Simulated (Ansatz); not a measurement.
`O[SiH2][SiH](O)[SiH3]` + `P[SeH]` → `O[SiH]([SiH3])P` + `O[SiH2][SeH]`  (redistribution)

Gas-phase electronic energies from Ansatz, PBE0-D4/def2-TZVP geometries. CBS: MP2 limit from def2 TZ/QZ plus the TZ coupled-cluster correction, frozen cores. DFT in def2-TZVPP. For Se outer-core shells are correlated without core-valence functions, which leaves a few kJ/mol of doubt a bond. Scalar relativity is left out up to krypton. Each species was taken in one conformer, which may not be the lowest.

`O[SiH2][SiH](O)[SiH3]`:

```xyz
13

O    -1.304    1.538    1.700
Si    0.191    0.846    1.454
Si    0.007    0.326   -0.834
O    -1.621    0.382   -1.148
Si    0.848   -1.792   -1.362
H    -1.547    1.801    2.589
H     1.291    1.795    1.794
H     0.364   -0.346    2.334
H     0.745    1.346   -1.638
H    -2.128    0.868   -0.491
H     0.654   -2.123   -2.799
H     0.191   -2.838   -0.533
H     2.309   -1.804   -1.066
```

`P[SeH]`:

Z-matrix (Å, degrees):
```
P
Se 1 2.263
H 1 1.419 2 96.7
H 1 1.419 2 96.7 3 -93.8
H 2 1.468 1 92.8 3 -133.1
```

`O[SiH]([SiH3])P`:

```xyz
11

O     1.756   -0.188   -1.169
Si    0.183    0.140   -0.777
Si    0.201    0.987    1.399
P    -1.083   -1.718   -1.006
H     1.924   -0.581   -2.028
H    -0.420    1.124   -1.727
H     1.039    2.209    1.526
H     0.708   -0.052    2.336
H    -1.199    1.324    1.778
H    -0.837   -2.211    0.303
H    -2.272   -1.034   -0.635
```

`O[SiH2][SeH]`:

```xyz
7

O     0.973   -1.027   -0.812
Si    0.400    0.372   -0.173
Se   -1.876    0.430   -0.012
H     0.613   -1.850   -0.478
H     0.928    0.614    1.192
H     0.812    1.431   -1.117
H    -1.850    0.031    1.400
```

**Question.** Is it downhill or uphill in electronic energy at CCSD(T)/CBS, and by how much? (Best estimate.)

**Answer.** Ansatz gave: Downhill: ΔE = -21.4 kcal/mol.

**Question.** What do these levels give: PBE-D4, r2SCAN-D4, B2PLYP, r2SCAN, PBE0, HF/CBS(def2)? (Best estimate.)

**Answer.** Computed: PBE-D4 -19.0, r2SCAN-D4 -21.1, B2PLYP -20.6, r2SCAN -21.1, PBE0 -19.9, HF/CBS(def2) -21.0 kcal/mol.

Largest T1 diagnostic among the species: 0.014.

From PBE to PBE0 (25 % exact exchange), in def2-TZVPP and without D4, ΔE moves by −1.0 kcal/mol.
